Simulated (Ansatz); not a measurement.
Stepwise reaction of `[SiH3]OBO[SiH3]` with hydrogen chloride, as a gas-phase model of exchange steps in deposition or etching. ΔE in kJ/mol; ΔG adds harmonic PBE0-D4 terms to CCSD(T)/CBS, at 1 bar.

Program: Ansatz. Geometries: PBE0-D4/def2-TZVP. ΔE: electronic, gas phase. CCSD(T)/CBS adds triple-zeta CCSD(T) − MP2 to the extrapolated MP2 energy (def2 sets, frozen cores). This one scheme is used for every species. DFT in def2-TZVPP. B3LYP here is the variant with VWN-RPA as its local correlation; programs differ in this. Each species was taken in one conformer, which may not be the lowest.

| step | reaction | PBE-D4 | B3LYP-D4 | ωB97M-V | CCSD(T)/CBS | ΔG(400 K) |
| --- | --- | --- | --- | --- | --- | --- |
| 1 | `[SiH3]OBO[SiH3]` + HCl → `[SiH3]OBCl` + `O[SiH3]` | 37.1 | 47.3 | 43.8 | 44.3 | 42.6 |
| 2 | `[SiH3]OBCl` + HCl → `ClBCl` + `O[SiH3]` | 48.2 | 58.6 | 55.8 | 56.2 | 54.2 |

**Question.** By hand: ΔE of the 2 steps together at CCSD(T)/CBS.

**Answer.** (44.3) + (56.2) = 100.5 kJ/mol, or 50.2 kJ/mol a step.

In ΔE each step is higher than the one before. All are uphill at CCSD(T)/CBS. ΔG lies between 42.6 and 54.2 kJ/mol a step. PBE-D4 differs from CCSD(T)/CBS by -8.0 to -7.2 kJ/mol a step. Isolated molecules leave out the surface, adducts and barriers. Largest T1 diagnostic: 0.013.
